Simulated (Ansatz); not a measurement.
Two structures of ZrH$_{2}$Cl$_{4}$, closed shell, reached by relaxing down either side of one saddle point (PBE0-D4/def2-TZVP). Energies are electronic, without zero-point energy. Program: Ansatz 0.2.0. Basis: def2-TZVPP and def2-QZVPP. Cores are frozen in the correlated methods. Core potentials replace the inner electrons of the atoms past krypton. Extrapolation: Hartree–Fock as exp(−7.88 √X), correlation as X^−2.97. First:

```json
{"atom": "Zr1", "x (Å)": "-0.6886", "y (Å)": "-0.3367", "z (Å)": "-0.9766"}
{"atom": "Cl2", "x (Å)": "0.3567", "y (Å)": "-1.8052", "z (Å)": "0.4781"}
{"atom": "Cl3", "x (Å)": "0.3183", "y (Å)": "-0.4691", "z (Å)": "-3.0579"}
{"atom": "Cl4", "x (Å)": "-2.9264", "y (Å)": "-0.9029", "z (Å)": "-1.1638"}
{"atom": "Cl5", "x (Å)": "-0.5071", "y (Å)": "1.8267", "z (Å)": "-0.1698"}
{"atom": "H6", "x (Å)": "1.8035", "y (Å)": "0.4839", "z (Å)": "2.5037"}
{"atom": "H7", "x (Å)": "1.6435", "y (Å)": "1.2034", "z (Å)": "2.3865"}
```

Second:

```json
{"atom": "Zr1", "x (Å)": "-0.3404", "y (Å)": "0.5221", "z (Å)": "-0.4163"}
{"atom": "Cl2", "x (Å)": "0.7203", "y (Å)": "-2.0289", "z (Å)": "0.7228"}
{"atom": "Cl3", "x (Å)": "0.9213", "y (Å)": "-0.1471", "z (Å)": "-2.2612"}
{"atom": "Cl4", "x (Å)": "-2.3869", "y (Å)": "-0.5397", "z (Å)": "-0.0595"}
{"atom": "Cl5", "x (Å)": "-0.8369", "y (Å)": "2.7547", "z (Å)": "-0.7650"}
{"atom": "H6", "x (Å)": "1.2781", "y (Å)": "-1.3620", "z (Å)": "1.6678"}
{"atom": "H7", "x (Å)": "0.6444", "y (Å)": "0.8009", "z (Å)": "1.1115"}
```

Question: Which bonds change from the first to the second?

Answer: ZrCl₄ ([Cl][Zr]([Cl])([Cl])[Cl]) + H₂ → ZrHCl₃ ([Cl][ZrH]([Cl])[Cl]) + HCl (still joined by a long Zr–Cl bond); bonds formed: Zr1–H7, Cl2–H6; bonds broken: H6–H7; bonds weakened to dative contacts: Zr1–Cl2.

Question: Give the saddle point's structure and its height above each. (Judge from chemistry; the value comes from the calculation.)

Answer: Computed: 1.802 eV above the first and 0.027 eV above the second (CCSD(T) at an estimated basis limit (MP2 extrapolated from triple and quadruple zeta, plus CCSD(T) − MP2 in triple zeta)).
| atom | x (Å) | y (Å) | z (Å) |
| --- | --- | --- | --- |
| Zr1 | -0.3141 | 0.4489 | -0.3923 |
| Cl2 | 0.7298 | -2.0507 | 0.7523 |
| Cl3 | 0.9227 | -0.1638 | -2.2685 |
| Cl4 | -2.3885 | -0.5623 | -0.0676 |
| Cl5 | -0.7748 | 2.6977 | -0.6691 |
| H6 | 1.1311 | -1.0699 | 1.5001 |
| H7 | 0.6939 | 0.7002 | 1.1452 |

No T1 diagnostic of these runs exceeds 0.017.

Labels in which every atom is bracketed show which atoms are joined, not bond orders.

For scale, one of the runs: CCSD(T)/def2-TZVPP, 252 basis functions, launched by `ansatz run in.yaml --threads 8 --pin off --events-out ev --progress --plain --max-ram 19148MiB`. Hardware: 8 CPU threads of an Arm Neoverse V2, shared host. Wall time 2.1 min; peak host memory 5.5 GiB.
